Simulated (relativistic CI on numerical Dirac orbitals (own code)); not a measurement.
## Radial parameters of Yb⁶⁴⁺

Calculated at this level of theory: Dirac-Coulomb-Breit CI, orbitals from a KLI potential per configuration, model QED, unscaled Slater integrals (own radial code, finite nucleus).

Slater integrals F^k, G^k are unscaled and averaged over j, outside the closed core 1s2; ζ comes from projecting the Hamiltonian with its Breit term on Σ l·s of the shell.

- 2s²2p²: F^2(2p,2p) = 1.3375e+06, ζ(2p) = 6.0446e+06 cm⁻¹; <r>(2p) = 0.07036, <r^2>(2p) = 0.006029 (bohr units).
- 2s2p³: F^2(2p,2p) = 1.3364e+06, G^1(2s,2p) = 1.4331e+06, ζ(2p) = 6.0292e+06 cm⁻¹; <r>(2s) = 0.07979, <r^2>(2s) = 0.007554, <r>(2p) = 0.07042, <r^2>(2p) = 0.006038 (bohr units).
- 2p⁴: F^2(2p,2p) = 1.3346e+06, ζ(2p) = 6.0139e+06 cm⁻¹; <r>(2p) = 0.07051, <r^2>(2p) = 0.006054 (bohr units).

Averages of the first 10 configurations, taken without configuration mixing, which lowers the lowest level and can move excited configurations by several eV; other configurations of the list can lie among them:

```tsv
Configuration	Parity	States	Average energy above the lowest level (eV)
2s²2p²	even	15	1485.6
2s2p³	odd	40	2517.1
2p⁴	even	15	3607.4
2p³3s	odd	40	11950.8
2p³3p	even	120	12251.5
2p³3d	odd	200	12488.7
2s²2p3s	odd	12	9900.0
2s²2p3p	even	36	10211.5
2s²2p3d	odd	60	10448.8
2s2p²3s	even	60	10895.8
```
